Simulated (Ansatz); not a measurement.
Born–Oppenheimer molecular dynamics of a periodic cell of 27 atoms, H16SO10 (contents 8 H2O + 1 SO2, density as packed 1.10 g/cm³ with natural masses). It goes on from the last frame of an earlier run, with new velocities.

Theory: Ansatz, DFT PBE, scalar-relativistic, plane waves, PAW. Settings: accuracy low, cutoff 420 eV, k mesh 1x1x1, fermi-dirac smearing 0.02 eV, no spin polarisation.

```json
{"ensemble": "NVE (velocity Verlet)", "time step": "0.5 fs", "steps asked": "400", "starting velocities drawn for": "1000 K", "masses": "H 2.014 u", "seed": "295122"}
```

Frames 2.5 fs apart, positions in Å.

Velocities at 160.0 fs (Å/ps):

```
O -11.09 -1.18 1.76
H -27.57 -24.47 23.77
H -2.72 17.16 -2.12
O 3.45 -8.42 1.92
H -32.01 -34.30 -18.89
H -9.82 -12.25 5.78
O 5.59 13.82 8.58
H -43.38 8.96 7.45
H 17.07 11.55 41.85
O -1.77 -3.73 -8.14
H 15.02 19.73 19.18
H -6.74 2.24 -6.52
O 1.98 7.42 -5.38
H -39.97 -20.86 13.33
H 14.06 -3.85 14.05
O 3.69 15.93 -12.53
H 27.36 27.63 3.81
H -3.12 -1.80 25.01
O -2.31 -0.96 1.87
H -14.52 2.17 1.95
H 18.89 -51.10 -12.87
O 9.31 -6.69 -7.91
H 2.55 -32.91 -12.80
H -3.41 9.04 6.59
S -3.29 -2.78 -4.21
O 6.82 1.46 6.74
O 2.03 -1.62 7.74
```

```xyz
27
Lattice="6.7969 0.0000 0.0000 0.0000 6.7969 0.0000 0.0000 0.0000 6.7969" Properties=species:S:1:pos:R:3 time_fs=160.0 energy_less_start_eV=0.014 T=997
O 2.431 6.883 2.355
H 1.681 6.458 2.904
H 3.272 6.920 2.945
O 6.991 -0.035 0.330
H 7.199 -0.566 -0.478
H 7.055 -0.692 0.937
O 2.286 1.246 6.385
H 1.438 0.965 6.901
H 2.808 1.854 6.860
O 0.619 5.744 3.660
H -0.267 5.497 3.956
H 1.269 5.288 4.243
O 7.261 2.523 5.019
H 8.143 2.513 4.884
H 6.883 1.697 4.480
O 4.096 4.287 1.295
H 4.460 5.258 1.446
H 3.278 4.003 1.740
O 1.979 3.115 2.776
H 0.953 3.207 2.752
H 2.064 2.128 2.627
O 5.934 4.297 -0.136
H 6.181 3.446 -0.529
H 4.976 3.981 0.050
S 3.687 6.122 5.938
O 4.357 6.968 4.883
O 2.637 5.212 5.518
27
Lattice="6.7969 0.0000 0.0000 0.0000 6.7969 0.0000 0.0000 0.0000 6.7969" Properties=species:S:1:pos:R:3 time_fs=162.5 energy_less_start_eV=0.233 T=932
O 2.405 6.881 2.362
H 1.634 6.412 2.947
H 3.236 6.959 2.928
O 7.000 -0.052 0.328
H 7.111 -0.640 -0.511
H 7.034 -0.760 0.993
O 2.297 1.278 6.406
H 1.354 0.991 6.912
H 2.854 1.890 6.975
O 0.615 5.734 3.640
H -0.240 5.544 4.008
H 1.251 5.290 4.230
O 7.250 2.538 5.004
H 8.141 2.456 4.906
H 6.932 1.720 4.538
O 4.106 4.330 1.266
H 4.500 5.281 1.456
H 3.272 4.013 1.807
O 1.969 3.109 2.780
H 0.952 3.212 2.757
H 2.111 2.025 2.599
O 5.955 4.277 -0.158
H 6.203 3.373 -0.566
H 4.988 4.020 0.074
S 3.680 6.117 5.927
O 4.372 6.968 4.902
O 2.640 5.207 5.536
27
Lattice="6.7969 0.0000 0.0000 0.0000 6.7969 0.0000 0.0000 0.0000 6.7969" Properties=species:S:1:pos:R:3 time_fs=165.0 energy_less_start_eV=0.232 T=933
O 2.381 6.879 2.375
H 1.641 6.408 2.949
H 3.163 6.990 2.900
O 7.008 -0.073 0.319
H 7.007 -0.679 -0.494
H 7.018 -0.831 1.059
O 2.306 1.311 6.432
H 1.338 1.025 6.901
H 2.872 1.901 7.077
O 0.611 5.723 3.621
H -0.245 5.588 4.068
H 1.240 5.282 4.227
O 7.222 2.551 4.987
H 8.262 2.397 4.926
H 6.979 1.761 4.612
O 4.111 4.376 1.243
H 4.489 5.229 1.469
H 3.303 4.059 1.859
O 1.957 3.092 2.779
H 1.006 3.215 2.761
H 2.143 2.007 2.584
O 5.974 4.249 -0.185
H 6.243 3.345 -0.596
H 5.039 4.083 0.109
S 3.677 6.118 5.916
O 4.385 6.964 4.921
O 2.640 5.199 5.550
27
Lattice="6.7969 0.0000 0.0000 0.0000 6.7969 0.0000 0.0000 0.0000 6.7969" Properties=species:S:1:pos:R:3 time_fs=167.5 energy_less_start_eV=-0.049 T=1016
O 2.352 6.878 2.386
H 1.685 6.441 2.920
H 3.113 7.018 2.900
O 7.016 -0.103 0.314
H 6.897 -0.694 -0.438
H 7.008 -0.841 1.069
O 2.314 1.347 6.466
H 1.396 1.063 6.868
H 2.841 1.867 7.139
O 0.604 5.709 3.605
H -0.256 5.636 4.122
H 1.235 5.264 4.230
O 7.204 2.570 4.972
H 8.325 2.360 4.965
H 6.983 1.719 4.649
O 4.106 4.416 1.228
H 4.469 5.190 1.504
H 3.382 4.138 1.877
O 1.952 3.062 2.776
H 1.042 3.216 2.763
H 2.146 2.079 2.586
O 5.997 4.215 -0.218
H 6.286 3.367 -0.617
H 5.107 4.146 0.150
S 3.678 6.123 5.906
O 4.394 6.956 4.940
O 2.635 5.188 5.559
27
Lattice="6.7969 0.0000 0.0000 0.0000 6.7969 0.0000 0.0000 0.0000 6.7969" Properties=species:S:1:pos:R:3 time_fs=170.0 energy_less_start_eV=-0.008 T=1004
O 2.325 6.883 2.389
H 1.706 6.470 2.909
H 3.110 7.046 2.939
O 7.023 -0.138 0.316
H 6.780 -0.719 -0.390
H 7.005 -0.789 1.024
O 2.321 1.384 6.502
H 1.493 1.098 6.831
H 2.784 1.815 7.183
O 0.591 5.690 3.596
H -0.242 5.689 4.150
H 1.227 5.245 4.226
O 7.202 2.590 4.958
H 8.275 2.358 5.022
H 6.953 1.630 4.668
O 4.090 4.442 1.215
H 4.484 5.242 1.580
H 3.474 4.225 1.878
O 1.961 3.028 2.770
H 1.013 3.220 2.763
H 2.127 2.177 2.593
O 6.023 4.182 -0.254
H 6.333 3.389 -0.644
H 5.168 4.190 0.199
S 3.680 6.130 5.900
O 4.403 6.945 4.955
O 2.627 5.176 5.563
27
Lattice="6.7969 0.0000 0.0000 0.0000 6.7969 0.0000 0.0000 0.0000 6.7969" Properties=species:S:1:pos:R:3 time_fs=172.5 energy_less_start_eV=0.005 T=1000
O 2.311 6.896 2.382
H 1.654 6.463 2.955
H 3.106 7.070 2.984
O 7.030 -0.170 0.321
H 6.653 -0.767 -0.370
H 7.011 -0.745 1.001
O 2.334 1.422 6.528
H 1.532 1.100 6.826
H 2.751 1.788 7.271
O 0.573 5.668 3.594
H -0.208 5.743 4.156
H 1.210 5.229 4.211
O 7.211 2.597 4.940
H 8.135 2.391 5.087
H 6.921 1.599 4.702
O 4.076 4.470 1.202
H 4.508 5.311 1.658
H 3.509 4.280 1.920
O 1.970 3.014 2.766
H 0.980 3.215 2.763
H 2.115 2.134 2.572
O 6.052 4.160 -0.289
H 6.389 3.361 -0.697
H 5.225 4.199 0.249
S 3.682 6.137 5.898
O 4.412 6.935 4.962
O 2.619 5.165 5.563
27
Lattice="6.7969 0.0000 0.0000 0.0000 6.7969 0.0000 0.0000 0.0000 6.7969" Properties=species:S:1:pos:R:3 time_fs=175.0 energy_less_start_eV=-0.231 T=1071
O 2.308 6.915 2.376
H 1.583 6.455 3.009
H 3.067 7.083 3.006
O 7.033 -0.192 0.312
H 6.534 -0.813 -0.343
H 7.029 -0.773 1.079
O 2.355 1.461 6.543
H 1.487 1.055 6.858
H 2.748 1.789 7.404
O 0.554 5.642 3.594
H -0.188 5.801 4.163
H 1.191 5.209 4.192
O 7.212 2.591 4.917
H 8.039 2.433 5.170
H 6.897 1.657 4.756
O 4.070 4.510 1.194
H 4.507 5.326 1.692
H 3.486 4.295 1.999
O 1.975 3.014 2.764
H 0.994 3.192 2.764
H 2.102 1.989 2.532
O 6.080 4.148 -0.323
H 6.441 3.301 -0.761
H 5.296 4.170 0.290
S 3.681 6.141 5.901
O 4.424 6.928 4.961
O 2.615 5.158 5.559
27
Lattice="6.7969 0.0000 0.0000 0.0000 6.7969 0.0000 0.0000 0.0000 6.7969" Properties=species:S:1:pos:R:3 time_fs=177.5 energy_less_start_eV=0.103 T=971
O 2.307 6.935 2.376
H 1.539 6.479 3.023
H 3.007 7.088 3.011
O 7.032 -0.216 0.298
H 6.446 -0.839 -0.280
H 7.058 -0.811 1.173
O 2.375 1.501 6.562
H 1.455 1.003 6.888
H 2.735 1.783 7.506
O 0.535 5.614 3.594
H -0.199 5.866 4.184
H 1.181 5.177 4.182
O 7.194 2.581 4.887
H 8.093 2.461 5.300
H 6.869 1.742 4.812
O 4.064 4.558 1.200
H 4.484 5.290 1.678
H 3.461 4.288 2.039
O 1.980 3.009 2.759
H 1.040 3.158 2.764
H 2.067 1.899 2.511
O 6.109 4.139 -0.357
H 6.470 3.262 -0.813
H 5.383 4.105 0.315
S 3.677 6.143 5.908
O 4.437 6.922 4.951
O 2.614 5.157 5.552
```

Of the whole run (200 fs, mean temperature of the second half 1009 K): The conserved energy stayed within 0.6 meV per atom of its start (net change 0.27 meV per atom), so the integration is sound. A run of 0.2 ps of so small a system gives no equilibrium averages. Limits of this set-up: coarse k mesh, low accuracy level.

The run took 8.3 min on 1 thread of Arm Neoverse V2, with other jobs on the host, peak memory 0.38 GiB.
